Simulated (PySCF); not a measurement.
Compound: Be(CCH)2, C₄H₂Be.
Bonds: Be1–C2, Be1–C5, C2–C3, C5–C6. Hydrogens: H4 on C3; H7 on C6.

A linear-response calculation (PySCF, def2-SVPD basis, gas phase, vertical, core orbitals frozen in the response) gave these numbers; the functional is withheld.

Orbital energies (eV): HOMO-3 -10.42, HOMO-2 -10.42, HOMO-1 -10.05, HOMO -10.05, LUMO 0.30, LUMO+1 0.30, LUMO+2 2.09.

```tsv
state	E (eV)	f	main configurations (H = HOMO, L = LUMO)
S1	5.24	0.0000	H-1/H→L/L+1 (≥74%)
S2	5.40	0.0000	H-1/H→L/L+1 (≥77%)
S3	5.40	0.0000	H-1/H→L/L+1 (≥77%)
S4	5.48	0.0000	H-3/H-2→L/L+1 (≥71%)
S5	5.67	0.0000	H-3/H-2→L/L+1 (≥72%)
S6	5.67	0.0000	H-3/H-2→L/L+1 (≥72%)
```

Triplets, Tamm–Dancoff:

| state | E (eV) | λ (nm) | main configurations (H = HOMO, L = LUMO) |
| --- | --- | --- | --- |
| T1 | 4.47 | 277.3 | H-1/H→L/L+1 (≥64%), H-3/H-2→L+6 (≥9%) |
| T2 | 4.66 | 266.3 | H-3/H-2→L/L+1 (≥59%), H-1/H→L+6 (≥12%) |
| T3 | 4.87 | 254.4 | H-1/H→L/L+1 (≥70%) |
| T4 | 4.87 | 254.4 | H-1/H→L/L+1 (≥70%) |

Vertical ionisation energy by ΔSCF with the same functional: 10.49 eV. Mean static polarisability: 58.2 au.

Orbitals of the list HOMO-3 to LUMO+2 that lie within 0.01 eV of each other are written together with a slash and their weights summed (≥ marks a lower bound); for degenerate orbitals outside that list single weights are arbitrary.

Task: Name the functional.
A. wB97X-D
B. B3LYP
C. HF
D. PBE

Result: A. wB97X-D is range-separated, 22% exact exchange at short range and 100% at long range (ω = 0.2 bohr⁻¹). In this run −ε(HOMO) = 10.05 eV differs from the ΔSCF value by -0.43 eV, and S1 differs from the orbital gap of 10.35 eV by -5.11 eV. The ratio −ε(HOMO)/IP is 0.96. Usual ranges for neutral molecules in this basis: 0.89 to 0.99 with wB97X-D, 0.5 to 0.7 with PBE, 0.67 to 0.83 with B3LYP; with Hartree–Fock the ratio is 1 or more (Koopmans' value less the relaxation energy is the ΔSCF value). The other options: PBE, a GGA without exact exchange; HF, time-dependent Hartree–Fock, 100% exact exchange; B3LYP, a global hybrid with 20% exact exchange.

Method: TDDFT wB97X-D/def2-SVPD, vertical, gas phase, core orbitals frozen in the response (PySCF). Geometry: PBE0-D3(BJ)/def2-SVP; no solvent, vibrations or thermal averaging.
